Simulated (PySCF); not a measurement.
## Sc⁺ (scandium, charge +1) across methods

[Ar] 3d1 4s1, high-spin 3D determinant. Computed with PySCF 2.14 in x2c-QZVPPall (11s7p5d3f2g, 96 functions), with the spin-free X2C one-electron Hamiltonian (Gaussian nucleus).

```csv
method,E (hartree),mean ε 3p β (eV),mean ε 3d α (eV),mean ε 4s α (eV),Σ⟨r²⟩ (bohr²),⟨S²⟩
PBE,-763.738,-40.069,-10.757,-10.190,29.64,2.000
LC-wPBE,-763.802,-45.330,-15.158,-12.739,29.57,2.001
wB97M-V,-763.903,-45.076,-14.610,-12.499,29.94,2.000
PBE0,-763.775,-42.512,-12.288,-10.813,29.63,2.001
LDA,-761.976,-40.138,-10.675,-10.376,29.44,2.000
BP86,-764.053,-40.184,-10.848,-10.355,29.46,2.000
PBEsol,-762.819,-40.016,-10.658,-10.221,29.56,2.000
UHF,-763.09842,-48.678,-16.380,-12.295,30.27,2.002
```
